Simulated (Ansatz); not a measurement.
Method: PBE-D3(BJ)/def2-TZVP run with Ansatz (a quantum-chemistry and plane-wave program). No frequencies were computed at this level.

Ansatz 0.2 input:
```yaml
crystal:
  periodic: [false, false, false]
  atoms:
    - { symbol: Br, position_ang: [1.740737, -0.699849, -0.070194] }
    - { symbol: B, position_ang: [-0.001942, -0.000509, -0.043435] }
    - { symbol: Br, position_ang: [-1.475468, -1.15743, 0.08655] }
    - { symbol: Br, position_ang: [-0.263328, 1.857786, 0.027079] }
basis:
  gaussian: { orbitals: def2-tzvp }
hamiltonian:
  xc: pbe
  dispersion: d3bj
relax:
  max_steps: 150
```

Output:

```
Functional definition: PBE
1297 factors; their error is unknown
mean field evaluation 1: about -210783.8500 eV, gradient 3.0e1 eV
mean field evaluation 2: about -210777.8106 eV, gradient 5.3e1 eV
mean field evaluation 4: about -210785.7401 eV, gradient 8.2e-1 eV
mean field evaluation 8: about -210785.6735 eV, gradient 3.9e-2 eV
mean field -210785.67347732 eV, -7746.2306246303 hartree, gradient 6.0e-5 eV, S^2 0.000000; 0 other end points of the search recorded, 0 dependent functions left out
reference -210785.67351054 eV, -7746.2306258511 hartree; 55, 55 occupied and 120, 120 virtual orbitals, 1297 factors
relax step   1: F+E_penalty+E_count = -210785.82102256 eV  Δ(F+E_penalty+E_count) = +0.000e0 eV  max|allowed force component| = 7.391e-1 eV/Å  Δτ_max = 0.0000 Å  (24 SCF iters, accepted)
these checks for a lower state are left out or cut short: starts, cluster_reference, orbital_swaps, neighbouring_geometries, increment
1297 factors; their error is unknown
mean field evaluation 16: about -210785.6607 eV, gradient 1.3e1 eV
mean field -210785.70300853 eV, -7746.2317098825 hartree, gradient 2.6e-5 eV, S^2 0.000000; 0 other end points of the search recorded, 0 dependent functions left out
reference -210785.70304194 eV, -7746.2317111103 hartree; 55, 55 occupied and 120, 120 virtual orbitals, 1297 factors
relax step   2: F+E_penalty+E_count = -210785.84914478 eV  Δ(F+E_penalty+E_count) = -2.812e-2 eV  max|allowed force component| = 3.818e-1 eV/Å  Δτ_max = 0.0984 Å  (33 SCF iters, accepted)
these checks for a lower state are left out or cut short: starts, cluster_reference, orbital_swaps, neighbouring_geometries, increment
1297 factors; their error is unknown
mean field -210785.71823859 eV, -7746.2322695769 hartree, gradient 1.6e-5 eV, S^2 0.000000; 0 other end points of the search recorded, 0 dependent functions left out
reference -210785.71827204 eV, -7746.2322708059 hartree; 55, 55 occupied and 120, 120 virtual orbitals, 1297 factors
relax step   3: F+E_penalty+E_count = -210785.86407124 eV  Δ(F+E_penalty+E_count) = -1.493e-2 eV  max|allowed force component| = 4.833e-3 eV/Å  Δτ_max = 0.0542 Å  (29 SCF iters, accepted)
1297 factors; their error is unknown
mean field evaluation 32: about -210785.7182 eV, gradient 2.5e-5 eV
mean field -210785.71823859 eV, -7746.2322695769 hartree, gradient 2.5e-5 eV, S^2 0.000000; 1 other end points of the search recorded, 0 dependent functions left out
reference -210785.71827204 eV, -7746.2322708059 hartree; 55, 55 occupied and 120, 120 virtual orbitals, 1297 factors
Total energy: -210785.86410468 eV, -7746.2376300569 hartree
Atom 0 at     1.769086    -0.712287    -0.086318 Å, force    -0.003300     0.001352     0.001776 eV/Å
Atom 1 at     0.000030    -0.000003     0.000683 Å, force    -0.000261     0.000152    -0.004833 eV/Å
Atom 2 at    -1.500680    -1.177759     0.073039 Å, force     0.002947     0.002234     0.001471 eV/Å
Atom 3 at    -0.268437     1.890048     0.012596 Å, force     0.000614    -0.003738     0.001586 eV/Å
Dipole moment:    -0.000000    -0.000009     0.000012 e Å
```

Cost: about 19 core-seconds (a rough figure).
